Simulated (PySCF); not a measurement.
Task: What does the PBE0-D3(BJ)/def2-SVP structure of InChI=1S/C10H22N2Si/c1-13(2,11-7-3-4-8-11)12-9-5-6-10-12/h3-10H2,1-2H3 look like in three dimensions?

Result: 
```xyz
35
C10H22N2Si angstrom
Si     1.026   -0.013    0.566
C      1.248   -0.154    2.425
H      1.759   -1.088    2.709
H      0.281   -0.125    2.951
H      1.854    0.689    2.793
C      2.704    0.083   -0.273
H      3.318   -0.783    0.021
H      3.253    0.996    0.009
H      2.612    0.070   -1.370
N      0.144    1.410    0.100
C     -1.253    1.596    0.471
C     -1.588    3.017    0.012
C     -0.636    3.227   -1.159
C      0.635    2.543   -0.665
H     -1.422    1.475    1.556
H     -1.906    0.854   -0.031
H     -1.356    3.737    0.814
H     -2.649    3.142   -0.250
H     -1.015    2.708   -2.055
H     -0.484    4.285   -1.421
H      1.287    2.228   -1.496
H      1.228    3.251   -0.047
N      0.097   -1.393    0.063
C     -0.236   -2.569    0.849
C     -1.354   -3.234    0.054
C     -0.931   -2.955   -1.383
C     -0.391   -1.526   -1.305
H     -0.553   -2.304    1.871
H      0.619   -3.270    0.954
H     -2.313   -2.733    0.269
H     -1.472   -4.304    0.282
H     -0.122   -3.647   -1.672
H     -1.742   -3.067   -2.117
H      0.402   -1.354   -2.055
H     -1.190   -0.789   -1.522
```

Any rigid rotation of these coordinates is as good. Atoms count from 1 in this order. Of the pairs four or more bonds apart, H16···H35 is among the closest relative to their van der Waals radii: 2.33 Å, 97 % of the sum of Bondi's values. Si1 (silicon bonded to 2 C and 2 N) is tetrahedral (angles from 106.9° to 112.9°). N10 (nitrogen bonded to 2 C and Si) is planar (angles 127.5°, 121.6° and 110.9°, sum 360.0°, 0.00 Å off the plane of its three neighbours).

Bonds between heavy atoms (Å): Si1–C2 1.878, Si1–C6 1.878, Si1–N10 1.738, Si1–N23 1.738, N10–C11 1.458, N10–C14 1.453, C11–C12 1.529, C12–C13 1.524, C13–C14 1.525, N23–C24 1.453, N23–C27 1.458, C24–C25 1.525, C25–C26 1.524, C26–C27 1.529.

Computed with PySCF 2.14.0, PBE0-D3(BJ)/def2-SVP geometry optimisation, gas phase.

Point group: near C2, missed by 0.12 Å at most; the miss may be what the optimiser left on a soft mode. Whether it is a minimum is left open (no frequencies). One conformer, not necessarily the lowest (C2–Si1–N10–C11 -65°, C2–Si1–N23–C24 -11°, Si1–N10–C11–C12 174°, Si1–N10–C14–C13 162°, N10–C11–C12–C13 28°).

On 2 threads of an AMD EPYC 9R45, shared host with 96 logical CPUs at a one-minute load of 18, this took 5.4 min wall, 13 min CPU and 2.6 GiB of memory at its peak. These figures are those of the optimisation.
